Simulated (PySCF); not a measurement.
## Assignment exercise: C$_{3}$H$_{7}$N$_{3}$OSi$_{2}$

Geometry:
```tsv
atom	x (Å)	y (Å)	z (Å)
C1	-2.569	-0.724	0.545
O2	-1.187	-0.754	0.745
Si3	0.000	0.068	0.008
N4	-0.133	1.769	0.248
C5	-0.137	-0.302	-1.841
N6	-0.220	-0.534	-2.960
Si7	1.893	-0.815	0.955
C8	3.181	0.516	0.718
N9	3.931	1.368	0.552
H10	-3.012	-1.517	1.147
H11	-2.811	-0.890	-0.508
H12	-2.980	0.238	0.857
H13	0.666	2.364	0.103
H14	-0.980	2.269	0.025
H15	1.899	-1.067	2.400
H16	2.451	-1.980	0.260
```

[PySCF: GFN2-xTB structure; σ from GIAO-PBE0/pcSseg-1; fast rotation and ring inversion assumed for equivalent nuclei; no relativistic terms; no solvent; one conformer]

δ = σ(ref) − σ, references computed at the same level: TMS for $^{13}$C, $^{1}$H.

(1) Assign these signals to the numbered atoms. $^{13}$C{$^{1}$H} NMR (computed): δ 125.0 (C), 121.9 (C), 53.2 (CH3).

(2) Assign these signals to the numbered atoms. $^{1}$H NMR (500 MHz, computed): δ 4.19 (m, 1H), 4.16 (m, 1H), 3.94 (s, 3H), 1.57 (br s, 2H).

## Answers

(1) 
125.0 → C5, nitrile carbon: C≡N carbons fall here, among the sp2 signals but without a proton
121.9 → C8, nitrile carbon
53.2 → C1, methyl carbon bonded to O: the inductive effect lowers its shielding

(2) 
| δ (ppm) | atoms | environment | reason |
| --- | --- | --- | --- |
| 4.19 | H15 | hydrogen on a silicon bonded to C, Si | – |
| 4.16 | H16 | hydrogen on a silicon bonded to C, Si | – |
| 3.94 | H10/H11/H12 | hydrogen on a methyl carbon bonded to O | its carbon carries O, an electronegative neighbour |
| 1.57 | H13/H14 | hydrogen on a nitrogen bonded to Si | exchangeable; this is the value without hydrogen bonding to other molecules |

H15 and H16 lie closer than the usual error of such a calculation, so a measured spectrum could show them in the other order.

The OH or NH signal is concentration- and solvent-dependent in practice; the value given is the gas-phase one. Shifts are as computed. Against solution values, carbons near 30 ppm lie about +3 ppm off and those near 130 ppm about +5 ppm. Of 1211 compounds with measured shifts, 218 miss one by over three times the rms of a fit or turn the order of signals round; such compounds aren't used in these exercises. Multiplicities follow the n + 1 count of equivalent neighbours, as no J values were calculated; m marks all less simple cases, F and P coupling included.
